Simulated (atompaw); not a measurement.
**Pseudopotential generation for titanium: PAW (atompaw), PBE, scalar-relativistic.**

Ti, PAW, made with atompaw 4.2.0.5 (PBE, scalar-relativistic). Core [Ne], reference 3s2 3p6 3d2 4s1.5 4p0 (charge +0.5). Waves: 3s (bound); 4s (bound); 3p (bound); 4p (bound, empty); 3d (bound); 3d channel at 1.6 Ry. Local part: vpsmatchnc scheme with l = 3 at 1 Ry, radius 1.65 bohr. Core correction: smooth core density matched at 1.80 bohr. Augmentation charge: sinc compensation charge, radius 2.05 bohr; PAW radius 2.20 bohr; waves and projectors: bloechl.

All-electron outer shells of the reference configuration (PBE, scalar-relativistic, ld1.x):

```
shell  level (eV)  outermost node (bohr)  outermost maximum (bohr)
   2p     -447.70                      –                      0.22
   3s      -66.09                   0.40                      0.87
   3p      -42.33                   0.37                      0.90
   3d       -7.65                      –                      0.98
   4s       -7.32                   1.24                      2.85
   4p       -3.93                   1.38                      3.57
```

Results:

```
Cutoffs needed                                           : 90 Ry and 120 Ry (the cutoffs (Ry, on a coarse ladder) from which the occupation-weighted sum of valence levels, in a spherical-Bessel basis at the reference potential, stays within 10 and 1 mRy of its value at 400 Ry)
Ghost test                                               : no extra level below or beside the all-electron valence levels (s, p, d, f tested) (spherical-Bessel basis up to 400 Ry, 20 bohr box)
Lowest eigenvalue of the overlap operator                : 0.18 (s channel)
Overlap eigenvalues printed by atompaw (projector basis) : 0.0323, 0.418, 0.883, 4.5, 7.15, 10.3
Warning                                                  : the pseudo core plus compensation charge is negative at some radii, so no UPF file was written
Share of each valence orbital outside the PAW sphere     : 3s 1 %, 4s 84 %, 3p 2 %, 4p 94 %, 3d 19 %
```

Generation and tests took about 1.6 s on one core of a shared server CPU.
